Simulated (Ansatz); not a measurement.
A made-up structure of CHOSe (charge +1), singlet:

O1  (-0.475, 0.592, -0.518)
C2  (0.013, -0.364, 0.081)
Se3  (0.567, -1.717, 0.810)
H4  (1.048, -2.773, 1.776)
(Å)

It is relaxed with PBE-D4/def2-SVP and then PBE0-D4/def2-TZVP (Ansatz 0.2.0). Atoms count as bonded within 1.22 times the sum of their covalent radii (H–H: 0.88 Å). The end point is not checked to be a true minimum.

Problem. Does its bonding change? (Judge from chemistry; the calculation decides.)

Solution. By the calculation: No: no bond forms or breaks.

Where it ends: The first stage lowers the energy by 3.40 eV in 11 steps. It ends as CHOSe ([O][C][SeH]), total charge +1:
| atom | x (Å) | y (Å) | z (Å) |
| --- | --- | --- | --- |
| O1 | -0.3906 | 0.4760 | -0.0209 |
| C2 | 0.0515 | -0.5407 | 0.1329 |
| Se3 | 0.7657 | -2.1897 | 0.2824 |
| H4 | 0.7271 | -2.0080 | 1.7554 |

Labels in which every atom is bracketed show which atoms are joined, not bond orders.

For scale, one of the runs: PBE0-D4/def2-TZVP relaxation, 116 basis functions, launched by `ansatz run in.yaml --threads 2 --pin off --events-out ev --progress --plain --max-ram 4352MiB`. The run took about 12 s on 2 CPU threads of an Arm Neoverse V1 (shared host).
